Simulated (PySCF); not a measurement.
FGeH₃Si, neutral, multiplicity 1. Atoms are numbered in the order given.

```xyz
6

Ge     0.4292    -0.6755     0.0000
F     -1.2846    -1.1002     0.0000
Si    -0.1019     1.7646     0.0000
H     -0.9197     2.0796     1.2062
H     -0.9197     2.0796    -1.2062
H      1.0921     2.6555     0.0000
```
Charge 0, spin multiplicity 1.

Coordinates come from a r2SCAN-D4/def2-TZVP optimisation.

Calculation: PBE0/pcSseg-2 (PySCF).

GIAO shieldings, no solvent; atoms alike by connectivity are averaged. δ = σ(ref) − σ: ⁷³Ge against GeH4 (σ = 1662.5 ppm); ¹⁹F against CFCl3 (σ = 165.8 ppm); ²⁹Si against TMS (σ = 341.9 ppm); ¹H against TMS (σ = 31.54 ppm), references at their B3LYP-D3(BJ)/def2-TZVP geometries, non-relativistic.

```json
[
 {"nucleus": "⁷³Ge", "atoms": "Ge1", "count": "1", "δ (ppm)": "2069.5"},
 {"nucleus": "¹⁹F", "atoms": "F2", "count": "1", "δ (ppm)": "191.9"},
 {"nucleus": "²⁹Si", "atoms": "Si3", "count": "1", "δ (ppm)": "-100.0"},
 {"nucleus": "¹H", "atoms": "H4, H5, H6", "count": "3", "δ (ppm)": "3.43"}
]
```
